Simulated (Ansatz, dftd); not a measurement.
System: BHF, charge 0, doublet. BHF (SMILES F[BH], doublet).
B3LYP-D3(BJ)/def2-TZVP minimum from Ansatz (a program for electronic structure):
```xyz
3

B     -0.6180     0.4147     0.0242
F      0.5272    -0.2094    -0.0070
H     -1.6550    -0.1892    -0.0583
```
Charge 0, spin multiplicity 2.

Property: atomisation energy (electronic, to ground-state atoms), in kJ/mol. UHF or UKS for unpaired electrons; spin-orbit terms are left out. CBS(X,Y): correlation extrapolated as X^-3, Hartree-Fock from the larger set (Q,5: extrapolated as (X+1)exp(-9√X)). A bracket is a step between two methods taken in the basis named. Functionals run without relativity, which enters their misses. Double hybrids freeze cores in their MP2 part. '+ core + X2C': CCSD(T) terms for core correlation (cc-pwCVTZ) and scalar relativity (cc-pVTZ-DK). For partners of very few electrons the exact lower level stands in for a higher one.

Compared with CCSD(T)/CBS(cc-pVQZ,cc-pV5Z) + [CCSDT(Q) - CCSD(T)]/cc-pVQZ + [CCSDTQ - CCSDT(Q)]/cc-pVDZ + core + X2C (Ansatz): 975.9 kJ/mol.

Q: Rank these levels by how close they come to it, closest first: r2SCAN/def2-TZVPD (Ansatz); B2GP-PLYP/def2-TZVPD (Ansatz); wB97X-V/def2-TZVPD (Ansatz); r2SCAN-D4/def2-TZVPD (Ansatz + dftd4); B2GP-PLYP-D3(BJ)/def2-TZVPD (Ansatz + dftd3).

A: wB97X-V/def2-TZVPD (977.6 kJ/mol, difference 1.7), B2GP-PLYP/def2-TZVPD (978.7 kJ/mol, difference 2.8), B2GP-PLYP-D3(BJ)/def2-TZVPD (979.6 kJ/mol, difference 3.7), r2SCAN/def2-TZVPD (1004.3 kJ/mol, difference 28.4), r2SCAN-D4/def2-TZVPD (1004.7 kJ/mol, difference 28.8)
